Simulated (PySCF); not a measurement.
C4H12Si2, SMILES CC[SiH2]/C=C/[SiH3].

The structure is a stationary point at B3LYP-D3(BJ)/def2-SVP. The structure was generated by enumeration; whether it is a known compound was not checked. The values are those of a single conformer.

Two levels are set side by side: PBE/def2-TZVP (PySCF) and B3LYP/def2-TZVP (PySCF). Same geometry, gas phase. Differences are taken from unrounded values.

```tsv
quantity	B3LYP
orbital gap (eV)	6.45
highest occupied level (eV)	-7.56
lowest empty level (eV)	-1.12
dipole moment (D)	0.91
```

What does PBE give, and how far is it from B3LYP? (An estimate is asked for; the answer gives what the named calculation found.)


```csv
quantity,PBE,PBE minus B3LYP
orbital gap (eV),4.77,-1.68
highest occupied level (eV),-6.66,0.90
lowest empty level (eV),-1.89,-0.78
dipole moment (D),0.98,0.07
```

Without exact exchange PBE keeps part of each electron's self-repulsion, which lifts occupied levels and narrows the gap. Differences between two approximate levels are no errors against the true value.

Rough cost on one machine, each run with all the roots and properties that it gave: B3LYP against PBE within a factor of 2.
